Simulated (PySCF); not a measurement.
**Worked example: chemical shift, span and skew from a shielding tensor**

Si(H)(PH2)3 (H7P3Si), SMILES P[SiH](P)P. Atoms are numbered in the order given.

```xyz
11

Si     0.1686     0.0496    -0.5359
P      0.3312     2.1017     0.4114
P     -1.9736    -0.6908    -0.5250
P      1.3648    -1.4950     0.6169
H      0.5935     0.1772    -1.9648
H      0.1632     1.5873     1.7346
H      1.7599     2.0828     0.4873
H     -2.5128     0.5664    -0.9401
H     -2.1445    -0.4121     0.8667
H      2.6249    -0.9667     0.1976
H      1.3177    -2.4698    -0.4278
```

Geometry: PBE0-D3(BJ)/def2-SVP. Other conformers were not sampled.

GIAO shieldings from PBE0/pcSseg-1 in PySCF, non-relativistic, no solvent. The symmetric part of the tensor of P2 has the principal values 504.6, 568.2, 602.0 ppm. The same nucleus in PH3 has σ = 586.6 ppm at this level (PySCF, at its B3LYP-D3(BJ)/def2-TZVP geometry).

Problem. Work out the isotropic shielding, the ³¹P shift against PH3, the span and the skew.

Solution. 
σ(iso) = (σ11 + σ22 + σ33)/3 = 558.3 ppm. δ = σ(ref) − σ(iso) = 586.6 − (558.3) = 28.3 ppm.
Span Ω = σ33 − σ11 = 97.4 ppm. Skew κ = 3(σ(iso) − σ22)/Ω = -0.31. Tumbling in solution averages the tensor to δ; in a static solid the shielding alone would spread this spin-1/2 line over Ω.
